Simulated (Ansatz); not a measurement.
Reaction (ligand exchange at a B–C bond): `B[CH](F)[GeH3]` + `CC(N)=O` → `BNC(C)=O` + `F[CH2][GeH3]`

Gas-phase electronic energies from Ansatz, PBE0-D4/def2-TZVP geometries. CBS: MP2 limit from def2 TZ/QZ plus the TZ coupled-cluster correction, frozen cores. Functionals use def2-TZVPP. B3LYP here is the variant with VWN-RPA as its local correlation; programs differ in this. For Ge outer-core shells are correlated without core-valence functions, which leaves a few kJ/mol of doubt a bond. Scalar relativity is left out up to krypton. Each species was taken in one conformer, which may not be the lowest.

```tsv
level	ΔE (kJ/mol)	difference from CCSD(T)/CBS
r2SCAN-D4	-83.6	12.2
PBE0-D4	-85.0	10.8
B3LYP-D4	-92.9	2.9
PBE	-80.1	15.7
r2SCAN	-83.7	12.1
B3LYP	-94.9	0.9
HF/def2-TZVPP	-115.4	-19.6
MP2/def2-TZVPP	-96.1	-0.3
SCS-MP2/def2-TZVPP	-102.1	-6.3
CCSD/def2-TZVPP	-101.1	-5.3
CCSD(T)/def2-TZVPP	-98.3	-2.5
HF/def2-QZVPP	-116.2	-20.4
MP2/def2-QZVPP	-95.0	0.8
HF/CBS(def2)	-116.3	-20.5
MP2/CBS(def2)	-93.6	2.2
CCSD/CBS(def2)	-98.5	-2.7
CCSD(T)/CBS	-95.8	0
```

Largest T1 diagnostic among the species: 0.015.

From PBE to PBE0 (25 % exact exchange), in def2-TZVPP and without D4, ΔE moves by −5.8 kJ/mol. In def2-TZVPP, CCSD(T) changes the Hartree–Fock value by +17.1 kJ/mol (the triples alone add +2.7 kJ/mol) and MP2 by +19.2 kJ/mol.
